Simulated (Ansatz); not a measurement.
`C[C](F)(Cl)[SnH3]` + `[SiH3][S][GeH3]` → `[SiH3][S][SnH3]` + `C[C](F)(Cl)[GeH3]`  (redistribution)

Program: Ansatz. Geometries: PBE0-D4/def2-TZVP. ΔE: electronic, gas phase. CBS: MP2 limit from def2 TZ/QZ plus the TZ coupled-cluster correction, frozen cores. Functionals use def2-TZVPP. B3LYP here is the variant with VWN-RPA as its local correlation; programs differ in this. def2 core potentials past Kr. For Ge, Sn outer-core shells are correlated without core-valence functions, which leaves a few kJ/mol of doubt a bond. Scalar relativity is left out up to krypton.

| level | ΔE (kJ/mol) | difference from CCSD(T)/CBS |
| --- | --- | --- |
| PBE-D4 | -20.2 | 5.5 |
| r2SCAN-D4 | -22.7 | 3.0 |
| PBE0-D4 | -22.3 | 3.4 |
| B3LYP-D4 | -21.9 | 3.8 |
| ωB97X-V | -22.8 | 2.9 |
| ωB97M-V | -22.7 | 3.0 |
| B2PLYP | -22.5 | 3.2 |
| PBE | -20.4 | 5.3 |
| r2SCAN | -22.7 | 3.0 |
| PBE0 | -22.4 | 3.3 |
| B3LYP | -22.2 | 3.5 |
| HF/def2-TZVPP | -26.8 | -1.1 |
| MP2/def2-TZVPP | -22.4 | 3.3 |
| SCS-MP2/def2-TZVPP | -22.4 | 3.3 |
| CCSD/def2-TZVPP | -22.5 | 3.2 |
| CCSD(T)/def2-TZVPP | -21.7 | 4.0 |
| HF/def2-QZVPP | -27.2 | -1.5 |
| MP2/def2-QZVPP | -24.8 | 0.9 |
| SCS-MP2/def2-QZVPP | -24.7 | 1.0 |
| HF/CBS(def2) | -27.3 | -1.6 |
| MP2/CBS(def2) | -26.4 | -0.7 |
| CCSD/CBS(def2) | -26.5 | -0.8 |
| CCSD(T)/CBS | -25.7 | 0 |

Largest T1 diagnostic among the species: 0.013.

In def2-TZVPP, CCSD(T) changes the Hartree–Fock value by +5.1 kJ/mol (the triples alone add +0.8 kJ/mol) and MP2 by +4.4 kJ/mol.
